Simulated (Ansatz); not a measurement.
Born–Oppenheimer molecular dynamics of AlClF2 (4 atoms, charge 0, multiplicity 1). It starts from a relaxed structure.

Computed with RKS PBE-D4/def2-SVP in Ansatz 0.2.0.

```yaml
ensemble: NVE (velocity Verlet)
time_step: 2 fs
steps_asked: 166
starting_velocities_drawn_for: 2000 K
seed: 774019
```

Frames 2 fs apart, positions in Å, forces in eV/Å.

Velocities at 80 fs (Å/ps):

```
Al 1.45 3.68 0.67
F -0.77 -1.86 6.03
F 6.29 -1.87 -3.45
Cl -4.07 -0.80 -1.89
```

```xyz
4
Properties=species:S:1:pos:R:3:forces:R:3 time_fs=80 energy_less_start_eV=0.365 T=598
Al 0.029 0.085 0.005 -1.36 -0.74 0.60
F 0.016 -0.039 1.746 0.04 0.30 -2.13
F 1.474 -0.029 -0.852 -0.60 0.21 0.40
Cl -1.929 -0.028 -1.123 1.93 0.23 1.13
4
Properties=species:S:1:pos:R:3:forces:R:3 time_fs=82 energy_less_start_eV=0.426 T=364
Al 0.031 0.092 0.007 -1.14 -0.83 0.55
F 0.015 -0.043 1.756 0.05 0.34 -2.30
F 1.486 -0.033 -0.858 -0.91 0.25 0.59
Cl -1.936 -0.030 -1.126 2.00 0.25 1.17
4
Properties=species:S:1:pos:R:3:forces:R:3 time_fs=84 energy_less_start_eV=0.471 T=192
Al 0.031 0.098 0.009 -0.92 -0.91 0.42
F 0.013 -0.045 1.761 0.06 0.36 -2.37
F 1.496 -0.036 -0.864 -1.18 0.28 0.76
Cl -1.940 -0.031 -1.128 2.05 0.27 1.19
4
Properties=species:S:1:pos:R:3:forces:R:3 time_fs=86 energy_less_start_eV=0.495 T=99
Al 0.030 0.102 0.013 -0.72 -0.97 0.23
F 0.012 -0.047 1.761 0.06 0.37 -2.33
F 1.504 -0.038 -0.867 -1.41 0.31 0.89
Cl -1.943 -0.032 -1.128 2.07 0.28 1.21
4
Properties=species:S:1:pos:R:3:forces:R:3 time_fs=88 energy_less_start_eV=0.497 T=91
Al 0.028 0.105 0.016 -0.55 -1.00 -0.02
F 0.011 -0.049 1.757 0.06 0.37 -2.19
F 1.509 -0.040 -0.869 -1.57 0.34 0.99
Cl -1.944 -0.033 -1.127 2.07 0.28 1.21
4
Properties=species:S:1:pos:R:3:forces:R:3 time_fs=90 energy_less_start_eV=0.477 T=169
Al 0.025 0.107 0.020 -0.42 -1.00 -0.31
F 0.010 -0.049 1.748 0.05 0.36 -1.95
F 1.511 -0.041 -0.869 -1.67 0.35 1.05
Cl -1.942 -0.033 -1.125 2.04 0.29 1.20
4
Properties=species:S:1:pos:R:3:forces:R:3 time_fs=92 energy_less_start_eV=0.437 T=321
Al 0.022 0.107 0.023 -0.34 -0.98 -0.64
F 0.009 -0.049 1.736 0.04 0.34 -1.61
F 1.509 -0.042 -0.867 -1.70 0.36 1.07
Cl -1.938 -0.033 -1.122 2.00 0.29 1.18
4
Properties=species:S:1:pos:R:3:forces:R:3 time_fs=94 energy_less_start_eV=0.383 T=530
Al 0.018 0.105 0.025 -0.30 -0.94 -1.00
F 0.008 -0.048 1.720 0.03 0.30 -1.18
F 1.504 -0.041 -0.863 -1.66 0.35 1.03
Cl -1.931 -0.033 -1.117 1.93 0.28 1.14
4
Properties=species:S:1:pos:R:3:forces:R:3 time_fs=96 energy_less_start_eV=0.320 T=773
Al 0.014 0.103 0.025 -0.32 -0.87 -1.37
F 0.007 -0.046 1.701 0.02 0.26 -0.67
F 1.495 -0.040 -0.856 -1.53 0.34 0.95
Cl -1.923 -0.032 -1.112 1.83 0.27 1.09
4
Properties=species:S:1:pos:R:3:forces:R:3 time_fs=98 energy_less_start_eV=0.254 T=1026
Al 0.009 0.099 0.024 -0.38 -0.78 -1.70
F 0.006 -0.044 1.681 0.01 0.21 -0.11
F 1.484 -0.038 -0.848 -1.32 0.31 0.81
Cl -1.913 -0.031 -1.105 1.70 0.26 1.01
4
Properties=species:S:1:pos:R:3:forces:R:3 time_fs=100 energy_less_start_eV=0.192 T=1266
Al 0.004 0.094 0.020 -0.50 -0.68 -1.93
F 0.005 -0.042 1.661 0.00 0.16 0.43
F 1.469 -0.036 -0.838 -1.01 0.28 0.60
Cl -1.901 -0.030 -1.096 1.52 0.24 0.90
4
Properties=species:S:1:pos:R:3:forces:R:3 time_fs=102 energy_less_start_eV=0.137 T=1475
Al -0.003 0.088 0.014 -0.67 -0.57 -1.99
F 0.005 -0.039 1.642 -0.02 0.12 0.90
F 1.453 -0.033 -0.826 -0.60 0.23 0.33
Cl -1.887 -0.028 -1.087 1.29 0.22 0.76
```

Of the whole run (332 fs, mean temperature of the second half 1042 K): The conserved energy stayed within 1.3 meV per atom of its start (net change 0.47 meV per atom), so the integration is sound. Over the second half the temperature averaged 0.52 of the 2000 K drawn at the start: a run that starts near a minimum puts about half its kinetic energy into the potential. A run of 0.33 ps of so small a system gives no equilibrium averages.

Time of the run: 110 s on 1 thread of Intel(R) Xeon(R) 6975P-C (Granite Rapids) (shared host), peak memory 0.12 GiB.
